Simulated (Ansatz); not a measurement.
Si(H)(SiH3) (H4Si2), SMILES [SiH][SiH3] (connectivity only; charge and spin as stated), neutral, multiplicity 1.

Geometry: PBE0-D3(BJ)/def2-TZVP. The isomer is the one that the SMILES or the coordinates give; other isomers of the formula were not compared.

Two levels are set side by side: PBE/def2-TZVPD (Ansatz, a quantum-chemistry and plane-wave program) and PBE0/def2-TZVPD (Ansatz). Energy differences of separate SCF runs at the same geometry; the states with an electron removed or added have multiplicity 2 and 2. Differences are taken from unrounded values.

```tsv
quantity	PBE0
vertical ionisation energy (eV)	8.72
vertical electron affinity (eV)	1.59
vertical singlet–triplet gap (eV)	0.82
```

### Question
What does PBE give, and how far is it from PBE0? (Estimate from the structure and the level; the computed values follow.)

### Answer

| quantity | PBE | PBE minus PBE0 |
|---|---|---|
| vertical ionisation energy (eV) | 8.68 | -0.04 |
| vertical electron affinity (eV) | 1.57 | -0.02 |
| vertical singlet–triplet gap (eV) | 0.86 | 0.04 |
